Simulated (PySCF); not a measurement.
C2H7BeN, SMILES [Be]([CH2]C)[NH2].

Geometry: PBE0-D3(BJ)/def2-SVP. The values are those of a single conformer.

The numbers are results of PySCF with PBE0-D3(BJ)/def2-SVP, not measurements.

Frequencies are harmonic and unscaled.

Computed vibrational spectrum:
| mode | ν (cm⁻¹) | IR (km/mol) | Raman (Å⁴/amu) | depolarisation | moving atoms (share of kinetic energy) |
|---|---|---|---|---|---|
| 1 | 76 | 0.1 | 0.0 | – | H 98 % |
| 2 | 125 | 0.5 | 0.5 | 0.74 | C 39 %, H 28 %, N 18 %, Be 14 % |
| 3 | 168 | 0.0 | 0.0 | – | H 75 %, Be 16 % |
| 4 | 277 | 1.0 | 0.1 | 0.75 | H 62 %, Be 34 % |
| 5 | 403 | 29.6 | 0.8 | 0.17 | H 50 %, Be 33 %, C 11 % |
| 6 | 459 | 185.3 | 2.1 | 0.39 | H 40 %, Be 32 %, N 23 % |
| 7 | 535 | 0.2 | 1.2 | 0.75 | H 82 %, C 12 % |
| 8 | 586 | 12.2 | 11.7 | 0.12 | C 42 %, N 31 %, H 21 % |
| 9 | 704 | 127.8 | 0.2 | 0.75 | H 55 %, Be 26 %, N 11 %, C 8 % |
| 10 | 928 | 16.0 | 0.0 | – | H 88 %, C 9 % |
| 11 | 958 | 12.0 | 0.9 | 0.20 | H 86 %, C 13 % |
| 12 | 1040 | 7.2 | 6.8 | 0.42 | C 74 %, H 24 % |
| 13 | 1196 | 15.7 | 2.0 | 0.01 | H 59 %, C 25 %, Be 13 % |
| 14 | 1242 | 6.1 | 2.2 | 0.75 | H 78 %, C 22 % |
| 15 | 1354 | 150.6 | 2.7 | 0.74 | Be 58 %, C 17 %, H 17 % |
| 16 | 1391 | 2.4 | 3.6 | 0.75 | H 83 %, C 17 % |
| 17 | 1416 | 2.3 | 12.5 | 0.72 | H 89 %, C 10 % |
| 18 | 1472 | 5.8 | 15.4 | 0.75 | H 96 % |
| 19 | 1483 | 5.0 | 19.6 | 0.75 | H 97 % |
| 20 | 1541 | 122.5 | 7.4 | 0.73 | H 82 %, N 14 % |
| 21 | 3016 | 23.9 | 95.1 | 0.17 | H 95 % |
| 22 | 3035 | 42.6 | 165.7 | 0.01 | H 97 % |
| 23 | 3058 | 12.6 | 116.4 | 0.75 | H 91 %, C 9 % |
| 24 | 3115 | 31.6 | 99.4 | 0.73 | H 91 %, C 9 % |
| 25 | 3127 | 30.8 | 48.9 | 0.75 | H 91 %, C 9 % |
| 26 | 3620 | 48.5 | 125.0 | 0.11 | H 95 % |
| 27 | 3700 | 34.7 | 70.5 | 0.75 | H 92 %, N 8 % |
